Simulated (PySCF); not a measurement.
A calculated (PBE, PySCF 2.14, aug-cc-pwCVTZ-DK, scalar relativity by spin-free X2C-1e) atom or ion has these occupied shells.

| shell | electrons | orbital energy (eV) | rms radius, mean of both spins (bohr) |
| --- | --- | --- | --- |
| 1s β | 1 | -23007.5 | 0.0375 |
| 1s α | 1 | -23007.5 | 0.0375 |
| 2s α | 1 | -3342.9 | 0.154 |
| 2s β | 1 | -3342.6 | 0.154 |
| 2p α | 3 | -2998.1 | 0.137 |
| 2p β | 3 | -2997.9 | 0.137 |
| 3s α | 1 | -603.63 | 0.418 |
| 3s β | 1 | -603.48 | 0.418 |
| 3p α | 3 | -490.09 | 0.421 |
| 3p β | 3 | -489.92 | 0.421 |
| 3d α | 5 | -307.98 | 0.405 |
| 3d β | 5 | -307.71 | 0.405 |
| 4s α | 1 | -90.653 | 1.04 |
| 4s β | 1 | -89.255 | 1.04 |
| 4p α | 3 | -58.734 | 1.16 |
| 4p β | 3 | -57.252 | 1.16 |
| 4d α | 5 | -14.175 | 1.71 |
| 4d β | 3 | -13.083 | 1.71 |

(1) Name the element and its charge.

Answers

(1) Rh⁺ (rhodium, charge +1), in [Kr] 4d8, high-spin 3F determinant.
